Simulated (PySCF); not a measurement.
Compound: C7H12.
Numbering: `[CH:1]#[C:2][CH2:3][C@@H:4]([CH3:5])[CH2:6][CH3:7]` (hydrogens: H8 on C1; H9, H10 on C3; H11 on C4; H12, H13, H14 on C5; H15, H16 on C6; H17, H18, H19 on C7)

The same species was optimised twice, with GFN2-xTB and with PBE0-D3(BJ)/def2-SVP (PySCF), and the same property calculations (PySCF, gas phase) were run on both structures.

```json
{"coordinate": "C1≡C2 (Å)", "GFN2-xTB": "1.197", "PBE0-D3(BJ)/def2-SVP": "1.212", "change": "+0.015"}
{"coordinate": "C2–C3 (Å)", "GFN2-xTB": "1.448", "PBE0-D3(BJ)/def2-SVP": "1.458", "change": "+0.010"}
{"coordinate": "C6–C7 (Å)", "GFN2-xTB": "1.525", "PBE0-D3(BJ)/def2-SVP": "1.521", "change": "-0.004"}
{"coordinate": "C4–C5 (Å)", "GFN2-xTB": "1.527", "PBE0-D3(BJ)/def2-SVP": "1.523", "change": "-0.004"}
{"coordinate": "C4–C6 (Å)", "GFN2-xTB": "1.532", "PBE0-D3(BJ)/def2-SVP": "1.529", "change": "-0.003"}
{"coordinate": "C3–C4 (Å)", "GFN2-xTB": "1.539", "PBE0-D3(BJ)/def2-SVP": "1.541", "change": "+0.002"}
{"coordinate": "C2–C3–C4 (°)", "GFN2-xTB": "112.3", "PBE0-D3(BJ)/def2-SVP": "114.0", "change": "+1.7"}
{"coordinate": "C4–C6–C7 (°)", "GFN2-xTB": "113.7", "PBE0-D3(BJ)/def2-SVP": "115.0", "change": "+1.3"}
{"coordinate": "C3–C4–C5 (°)", "GFN2-xTB": "109.8", "PBE0-D3(BJ)/def2-SVP": "111.0", "change": "+1.2"}
{"coordinate": "C5–C4–C6 (°)", "GFN2-xTB": "110.1", "PBE0-D3(BJ)/def2-SVP": "111.1", "change": "+1.0"}
{"coordinate": "C3–C4–C6 (°)", "GFN2-xTB": "112.1", "PBE0-D3(BJ)/def2-SVP": "112.7", "change": "+0.6"}
{"coordinate": "C1–C2–C3 (°)", "GFN2-xTB": "179.4", "PBE0-D3(BJ)/def2-SVP": "179.1", "change": "-0.3"}
{"coordinate": "C2–C3–C4–C5 (°)", "GFN2-xTB": "-66", "PBE0-D3(BJ)/def2-SVP": "-66", "change": "0"}
{"coordinate": "C3–C4–C6–C7 (°)", "GFN2-xTB": "62", "PBE0-D3(BJ)/def2-SVP": "57", "change": "-5"}
```

Rotational constants: A = 3087, B = 2059, C = 1558 MHz (GFN2-xTB) against A = 3027, B = 2031, C = 1520 MHz (PBE0-D3(BJ)/def2-SVP). Point groups within 0.08 Å: C1 and C1.

On the GFN2-xTB structure: isotropic polarisability (au) 81.5 [PBE0/def2-SVPD]; HOMO (eV) -7.71 [PBE0/def2-SVPD]; LUMO (eV) 0.65 [PBE0/def2-SVPD]; dipole (D) 0.72 [PBE0/def2-SVPD]; HOMO (eV) -7.69 [PBE0/pcSseg-1]; LUMO (eV) 1.06 [PBE0/pcSseg-1]; dipole (D) 0.68 [PBE0/pcSseg-1]; GIAO shielding of C1 (ppm) 109.7 [PBE0/pcSseg-1]; GIAO shielding of C2 (ppm) 100.8 [PBE0/pcSseg-1]; GIAO shielding of C3 (ppm) 163.1 [PBE0/pcSseg-1]; GIAO shielding of C4 (ppm) 149.8 [PBE0/pcSseg-1]; GIAO shielding of C5 (ppm) 163.6 [PBE0/pcSseg-1]; GIAO shielding of C6 (ppm) 156.7 [PBE0/pcSseg-1]; GIAO shielding of C7 (ppm) 172.6 [PBE0/pcSseg-1].

Question: What do these properties become on the PBE0-D3(BJ)/def2-SVP structure?

Answer: 
```csv
property,level,on GFN2-xTB,on PBE0-D3(BJ)/def2-SVP,change
isotropic polarisability (au),PBE0/def2-SVPD,81.5,83.3,+1.8
HOMO (eV),PBE0/def2-SVPD,-7.71,-7.64,+0.07
LUMO (eV),PBE0/def2-SVPD,0.65,0.60,-0.05
dipole (D),PBE0/def2-SVPD,0.72,0.74,+0.02
"energy, GFN2-xTB geometry as zero (kcal/mol)",PBE0/def2-SVPD,0.0,-1.5,-1.5
HOMO (eV),PBE0/pcSseg-1,-7.69,-7.62,+0.07
LUMO (eV),PBE0/pcSseg-1,1.06,0.99,-0.07
dipole (D),PBE0/pcSseg-1,0.68,0.70,+0.02
"energy, GFN2-xTB geometry as zero (kcal/mol)",PBE0/pcSseg-1,0.0,-0.7,-0.7
GIAO shielding of C1 (ppm),PBE0/pcSseg-1,109.7,108.0,-1.7
GIAO shielding of C2 (ppm),PBE0/pcSseg-1,100.8,100.1,-0.7
GIAO shielding of C3 (ppm),PBE0/pcSseg-1,163.1,161.3,-1.8
GIAO shielding of C4 (ppm),PBE0/pcSseg-1,149.8,149.3,-0.5
GIAO shielding of C5 (ppm),PBE0/pcSseg-1,163.6,162.0,-1.6
GIAO shielding of C6 (ppm),PBE0/pcSseg-1,156.7,155.5,-1.2
GIAO shielding of C7 (ppm),PBE0/pcSseg-1,172.6,170.8,-1.8
```

The heavy atoms differ by 0.038 Å rms after alignment. Among bonds between heavy atoms C1≡C2 changes most (+0.015 Å). Changes are differences of the printed values. Neither structure is proved a minimum here.

Shape of the structure used: `[CH:1]#[C:2][CH2:3][C@@H:4]([CH3:5])[CH2:6][CH3:7]`: C2–C3–C4–C5 -66°, C3–C4–C6–C7 57°.
